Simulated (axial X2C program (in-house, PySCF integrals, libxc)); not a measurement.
CaV: cheaper levels and CCSD(T), 2c

All values were computed with an axial X2C code built on PySCF integrals. Two-component (2c) means X2C with spin–orbit coupling and atomic mean-field two-electron Coulomb and Gaunt terms. Basis: V dyall-cv3z [10s10p6d4f2g], Ca dyall-cv3z [11s12p6d4f] (cores contracted in-house); Gaussian nuclei, density fitting, unrestricted open shells. Masses: V 50.944 u, Ca 39.963 u.

State: Ω = 9/2 (⟨Sz⟩ = 2.50, ⟨Lz⟩ = 2.00 at HF); fragments V + Ca.

| level | Re (Å) | ωe (cm⁻¹) |
| --- | --- | --- |
| MP2 | 3.165 | 128.0 |
| CCSD | 3.132 | 133.5 |
| PBE | 2.996 | 162.6 |

Correlated methods: 15 electrons correlated (number of frozen shells: V 3 s, 2 p; Ca 2 s, 1 p), 333 virtual spin orbitals or spinors in MP2, 90 natural virtuals in coupled cluster.

CCSD(T), same Hamiltonian and basis:

Re = 3.065 Å, ωe = 144.8 cm⁻¹; T1 = 0.035 (Lee–Taylor normalisation).

(1) Give the differences from CCSD(T) in the columns below.

One determinant describes the state; a PBE0 search over occupations chose it and may have missed a lower one. De is not given where an atomic determinant may have missed its ground term or J level, or where the truncated virtual space spoils (T). Density functionals use the spin component along the axis (collinear). Coupled cluster ran in a truncated set of natural virtual spinors; the MP2 energy of the rest was added. (T) has no such correction and the atoms are truncated less, which lowers De at CCSD(T) by a hundredth of an eV or more. Without a current term, density functionals place determinants with orbital angular momentum somewhat too high. The spin of this state cannot come from the lowest atoms; the curve heads to a higher limit, and no De is given. With several unpaired electrons one determinant need not be a pure state. A state of lower Ω lies just above, and one determinant can place such states too high, so the state shown need not be the lowest. The search has Ω = 5/2 only 0.04 eV up. The outer-core s and p shells of the metal are frozen in the correlated rows, which leaves out core–valence correlation; for alkali and alkaline-earth bonds that tends to lengthen them. At some level and bond length an empty orbital lies below a filled one. The determinant is spin-polarised beyond a pure state at some levels (its spin-free form has ⟨S²⟩ too high), which makes Re and μ there less reliable. The lowest spin-free determinant has another configuration (M_S = 5/2, Λ = 0), so the order of states is uncertain and this need not be the ground state. The levels of this run spread widely (ωe from 128 to 163 cm⁻¹), so these constants depend on the method.

Results:

(1) 

```
level  ΔRe (Å)  Δωe (cm⁻¹)
  MP2    0.100       -16.8
 CCSD    0.067       -11.3
  PBE   -0.069        17.8
```
